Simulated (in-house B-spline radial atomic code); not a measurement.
Results of a calculation; reference values are marked as such.
# Ca in an electron gas of r_s = 2.67: phase shifts, screening, friction and resistivity

A nucleus sits in a uniform electron gas with a rigid positive background. The Kohn-Sham equations are solved self-consistently in the spin-unpolarised LDA (PW92), non-relativistic, on B-splines with outgoing waves at the boundary and partial waves to l = 8. The model has no lattice, no bands and no magnetic solution. Atomic units; δ_l are the phase shifts at the Fermi level, counted so that each bound state adds π, and good to about 0.0005.

The density parameter is r_s = 2.67 bohr, near that of the valence electrons of Cu (1 per atom, density 8.96 g/cm³, mass 63.55 u, which gives r_s = 2.67).

| l | δ_l (rad) |
| --- | --- |
| 0 | 8.9159 |
| 1 | 6.2130 |
| 2 | 0.7805 |
| 3 | -0.0033 |
| 4 | -0.0021 |
| 5 | -0.0003 |
| 6 | -0.0003 |
| 7 | -0.0001 |
| 8 | -0.0002 |

Bound levels below the band bottom (hartree): s -143.4, s -14.55, p -11.79, s -1.251, p -0.5875.

Task: Check the Friedel sum rule, and say where the screening charge sits.

Result: k_F = (9π/4)^(1/3)/r_s = 0.71879. The rule is Z = (2/π) Σ (2l + 1) δ_l. The terms are s 5.676, p 11.866, d 2.484, f -0.015 and -0.020 beyond, in all 19.992 against Z = 20. Bound states hold 6 s, 12 p, 0 d electrons, so the scattering states carry 1.99 in all; where a term is smaller than its bound count, the bound level has drawn weight out of the band.

Task: Find the transport cross section and the electronic stopping of a 10 keV Ca ion (mass 40.08 u).

Result: σ_tr = (4π/k_F²) Σ (l + 1) sin²(δ_l − δ_(l+1)). The terms for l = 0 to 3 are 0.1804, 1.1302, 1.4952, 0.0000, all together 2.8058, so σ_tr = 24.323 × 2.8058 = 68.246 bohr². With n = 3/(4π r_s³) = 0.01254, the friction coefficient is Q = n k_F σ_tr = 0.6153. For v well below v_F = 0.719, dE/dx = Q v; with 24801 eV per u at v = 1, v = √(10000/(24801 × 40.08)) = 0.1003, so dE/dx = 0.06171 hartree/bohr = 31.7 eV/nm. The largest term couples the d and f waves.

Task: What residual resistivity would 1 atomic per cent of such centres give in Cu?

Result: Δρ = k_F n_i σ_tr/n in atomic units of 21.74 μΩ·cm. With one host atom per 1 electron, n_i/n = 0.01/1, so Δρ = 0.7188 × 0.01000 × 68.246 × 21.74 = 10.66 μΩ·cm. This is an atom added to the gas, as on an interstitial site.

Task: On a substitutional site the background of one host ion, a sphere holding 1 charge, is taken out. The phase shifts for l = 0 to 4 become 8.8201, 6.1683, 0.5048, 0.0017, -0.0016. What follows?

Result: The Friedel sum is now 19.00, for Z − 1 = 19. The sum in σ_tr is 1.5934, so σ_tr = 38.75 bohr² and Δρ = 6.06 μΩ·cm per atomic per cent, 0.57 times the value above. A real host ion scatters too, so this model doesn't give zero even for the host's own atom.
